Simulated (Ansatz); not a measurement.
```yaml
crystal:
  periodic: [false, false, false]
  atoms:
    - {symbol: C, position_ang: [-0.453182, -1.508447, 0.310188]}
    - {symbol: O, position_ang: [0.408881, -0.458454, 0.148715]}
    - {symbol: Si, position_ang: [0.005821, 1.090108, 0.042774]}
    - {symbol: F, position_ang: [-1.073469, 1.177411, -1.135232]}
    - {symbol: S, position_ang: [1.763831, 2.249768, -0.386370]}
    - {symbol: H, position_ang: [0.014757, -2.452490, 0.322721]}
    - {symbol: H, position_ang: [-1.127435, -1.494757, 1.176480]}
    - {symbol: H, position_ang: [-1.155697, -1.629145, -0.649717]}
    - {symbol: H, position_ang: [-0.698616, 1.595348, 1.237938]}
    - {symbol: H, position_ang: [2.237542, 1.353583, -1.243446]}
basis:
  gaussian: {orbitals: def2-TZVP}
magnetization: {spin_polarized: true, initial_magnetization: 2}
hamiltonian: {xc: {name: HF}}
correlation: {method: mp2, frozen_orbitals: {C: 0}}
accuracy: high
```

```sh
$ ansatz run in.yaml --threads 4 --pin off --events-out ev --progress --plain --max-ram 10444MiB
```

Shortened log:

```
Functional definition: HF
Error: "frozen_orbitals" has no count for O
```

What is wrong with this run?

Frozen orbitals are typed for one element alone, and the program wants a count for each. The program refused the input.
